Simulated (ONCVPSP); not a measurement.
**Scattering properties, ONCV potential for zirconium (Zr)**

zirconium, optimised norm-conserving Vanderbilt (ONCV), made with ONCVPSP 4.0.1 (PBE, scalar-relativistic). Core [Ar] 3d10, reference 4s2 4p6 4d2 5s2. Waves: 4s+5s: rc 1.95 bohr, ncon 4, nbas 7, qcut 6.7 1/bohr, 2 projectors; 4p: rc 2.15 bohr, ncon 4, nbas 8, qcut 6 1/bohr, 2 projectors, debl 1.8 Ha; 4d: rc 2.15 bohr, ncon 4, nbas 9, qcut 5.8 1/bohr, 2 projectors, debl 1 Ha; f scattering state at 0.37 Ha: rc 1.85 bohr, ncon 4, nbas 7, qcut 6.2 1/bohr, 2 projectors, debl 1.9 Ha. Local part: polynomial inside 1.80 bohr (lpopt 3, dvloc0 0 Ha). Core correction: Teter function, fcfact 2, rcfact 1.15.

The phase is arctan(r·R′/R) of the radial function R(r), unwrapped; energies in Ha, scanned from -4 to 5 Ha. A pole is an energy at which the radial function vanishes at the test radius. The pseudo phase is shifted by a multiple of π to meet the all-electron one at the reference energy, and phase errors are pseudo minus all-electron; the curves can meet again beyond the range given. Levels narrower than the energy grid can be missing from the lists of poles.

| channel | radius (bohr) | reference energy (Ha) | poles, all-electron | poles, pseudo | unbroken range about the reference energy with phases within 0.05 rad | phase error 1 Ha above the reference energy (rad) |
| --- | --- | --- | --- | --- | --- | --- |
| s | 1.97 | -0.16 | -1.68, 4.67 | -1.68, 4.37 | the whole range | -0.004 |
| p | 2.19 | -1.19 | -0.91, 4.01 | -0.91, 3.92 | the whole range | -0.000 |
| d | 2.19 | -0.13 | 0.60 | 0.60 | the whole range | -0.000 |
| f | 1.88 | 0.37 | 2.81 | 2.81 | below 4.6 | +0.000 |

Phases in the d channel:

| E (Ha) | all-electron | pseudo |
| --- | --- | --- |
| -3.98 | 1.370 | 1.370 |
| -3.74 | 1.362 | 1.362 |
| -3.50 | 1.353 | 1.353 |
| -3.26 | 1.342 | 1.342 |
| -3.02 | 1.330 | 1.330 |
| -2.78 | 1.315 | 1.315 |
| -2.54 | 1.298 | 1.298 |
| -2.30 | 1.277 | 1.277 |
| -2.06 | 1.251 | 1.251 |
| -1.82 | 1.217 | 1.217 |
| -1.58 | 1.171 | 1.171 |
| -1.34 | 1.105 | 1.105 |
| -1.10 | 0.999 | 0.999 |
| -0.86 | 0.805 | 0.805 |
| -0.62 | 0.389 | 0.389 |
| -0.38 | -0.399 | -0.399 |
| -0.14 | -1.022 | -1.022 |
| 0.10 | -1.312 | -1.312 |
| 0.34 | -1.464 | -1.464 |
| 0.58 | -1.562 | -1.562 |
| 0.82 | -1.640 | -1.640 |
| 1.06 | -1.711 | -1.711 |
| 1.30 | -1.789 | -1.789 |
| 1.54 | -1.888 | -1.888 |
| 1.78 | -2.038 | -2.038 |
| 2.02 | -2.313 | -2.312 |
| 2.26 | -2.877 | -2.874 |
| 2.50 | -3.633 | -3.629 |
| 2.74 | -4.082 | -4.078 |
| 2.98 | -4.297 | -4.295 |
| 3.22 | -4.416 | -4.414 |
| 3.46 | -4.491 | -4.489 |
| 3.70 | -4.544 | -4.542 |
| 3.94 | -4.583 | -4.581 |
| 4.18 | -4.614 | -4.612 |
| 4.42 | -4.640 | -4.638 |
| 4.66 | -4.662 | -4.660 |
| 4.90 | -4.682 | -4.679 |
